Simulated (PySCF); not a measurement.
BrCdHSe. Atoms are numbered in the order given.

```xyz
4

Cd    -0.0090     0.0087     0.0000
Br     0.0065     2.4280     0.0000
Se    -0.0362    -2.4389     0.0000
H      1.4369    -2.4716     0.0000
```

Coordinates come from a r2SCAN-D4/def2-SVP optimisation. The def2 effective core potentials stand for the cores of Cd; spin–orbit coupling is left out. One conformer was computed; it need not be the lowest.

The numbers are results of TDDFT-PBE0/def2-SVPD (PySCF 2.14.0), not measurements.

Vertical excitations. Isolated molecule, no solvent. State labels are in the subgroup Cs.

```
state  symmetry  energy (eV)  λ (nm)      f                                                                   main pairs
-----  --------  -----------  ------  -----  ---------------------------------------------------------------------------
S1           A"         3.98     312  0.013                                                               HOMO→LUMO 99 %
S2           A'         5.04     246  0.014                                                             HOMO−1→LUMO 99 %
S3           A"         5.05     246  0.000                                                             HOMO→LUMO+1 94 %
S4           A"         5.07     244  0.022                                                             HOMO−2→LUMO 95 %
S5           A'         5.50     225  0.016                                           HOMO→LUMO+2 70 %, HOMO−3→LUMO 28 %
S6           A"         5.72     217  0.015                                                             HOMO→LUMO+3 96 %
S7           A'         6.19     200  0.084                                         HOMO−1→LUMO+1 72 %, HOMO−3→LUMO 13 %
S8           A"         6.19     200  0.000                                                           HOMO−2→LUMO+1 98 %
S9           A'         6.50     191  0.265  HOMO−3→LUMO+1 35 %, HOMO−2→LUMO+2 30 %, HOMO−3→LUMO 17 %, HOMO−1→LUMO+1 7 %
S10          A"         6.52     190  0.000                                                           HOMO−1→LUMO+2 99 %
T1           A"         3.63     342      0                                                               HOMO→LUMO 99 %
T2           A'         4.71     263      0                                                             HOMO−1→LUMO 94 %
T3           A"         4.74     262      0                                                             HOMO−2→LUMO 98 %
T4           A'         4.80     258      0                                                             HOMO−3→LUMO 88 %
```
Triplets are in the Tamm–Dancoff approximation, which puts them higher than full response would, so one can lie above its singlet here.
